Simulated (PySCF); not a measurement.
Electron correlation in Ti⁺ (titanium, charge +1)

[Ar] 3d2 4s1, high-spin 4F determinant. All numbers are calculated (PySCF 2.14, the non-relativistic Hamiltonian (point nucleus), in pcseg-2). Frozen: [Ar]; 3 electrons correlated.

MP2 pair energies summed by pair of shells (mhartree):

```json
{"pair": "3d-4s", "energy": "-5.63", "share (%)": "56.2"}
{"pair": "3d-3d", "energy": "-4.39", "share (%)": "43.8"}
```

Total MP2 correlation energy: -10.02 mhartree.

Same-spin part -10.02 and opposite-spin part 0.00 mhartree; SCS-MP2 scales them by 1/3 and 6/5 to -3.34 mhartree.
